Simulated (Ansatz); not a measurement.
Cartesian coordinates in Å:
```
F -1.602 -0.783 0.594
Sc -0.090 0.013 -0.046
F -0.245 1.051 -1.539
Cl 1.938 -0.281 0.992
```

Charge 0, multiplicity 1.

List the PBE0/def2-TZVPP orbital energies in eV (the Gaussian-basis code of Ansatz). (An estimate is asked.)

The calculation gave: Occupied: -4408.12, -2767.03, -673.43, -673.43, -483.79, -399.23, -399.16, -399.15, -258.89, -197.09, -197.08, -197.06, -59.86, -38.15, -37.74, -37.67, -31.65, -31.15, -22.22, -12.54, -12.36, -12.03, -11.97, -11.86, -11.53, -10.12, -9.47, -9.31. Lowest empty: -2.87, -2.03, -1.63, -0.40, -0.36, 0.13, 0.27, 1.70.
